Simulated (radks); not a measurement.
The numbers below are computed, except where a source is named.
The cadmium ion Cd5+, configuration [Ar] 3d10 4s1 4p6 4d8 (not the ground configuration).

Code: a radial shooting solver on a logarithmic mesh with Libxc functionals. Model: scalar-relativistic Kohn-Sham, revPBE, spin-polarised, spherical densities, finite nucleus; open shells are filled with parallel spins first (spin-orbit coupling, left out, can overturn this in heavy ions); Fermi nuclear charge, rms radius 4.6087 fm.

Energy parts (hartree):
| part | energy |
|---|---|
| total | -5584.25619 |
| kinetic | 5810.81334 |
| electron-nucleus | -13380.49701 |
| Hartree | 2137.36848 |
| exchange-correlation | -151.94100 |

Orbitals (lengths in bohr, moments of r in powers of bohr; r(max) is where P^2 peaks):
| orbital | occ. | eigenvalue (hartree) | <r> | r(max) |
|---|---|---|---|---|
| 1s up | 1 | -977.7742 | 0.03040 | 0.01968 |
| 1s down | 1 | -977.7624 | 0.03040 | 0.01968 |
| 2s up | 1 | -147.6735 | 0.1316 | 0.1112 |
| 2s down | 1 | -147.6454 | 0.1316 | 0.1112 |
| 2p up | 3 | -132.8011 | 0.1149 | 0.08899 |
| 2p down | 3 | -132.7775 | 0.1149 | 0.08898 |
| 3s up | 1 | -29.89244 | 0.3581 | 0.3237 |
| 3s down | 1 | -29.87127 | 0.3580 | 0.3238 |
| 3p up | 3 | -25.01442 | 0.3568 | 0.3170 |
| 3p down | 3 | -24.99112 | 0.3567 | 0.3171 |
| 3d up | 5 | -17.38840 | 0.3344 | 0.2657 |
| 3d down | 5 | -17.35841 | 0.3341 | 0.2658 |
| 4s up | 1 | -6.69550 | 0.8625 | 0.7900 |
| 4s down | 0 | -6.57276 | 0.8638 | 0.7900 |
| 4p up | 3 | -5.22370 | 0.9279 | 0.8354 |
| 4p down | 3 | -5.10497 | 0.9309 | 0.8361 |
| 4d up | 5 | -3.05088 | 1.097 | 0.9351 |
| 4d down | 3 | -2.94617 | 1.109 | 0.9392 |

The highest occupied level is 4d down at -80.169 eV. The configuration is held as typed, so some empty levels lie below it. The electron density at the nucleus is 1.635e+05 e/bohr^3 (large components only).
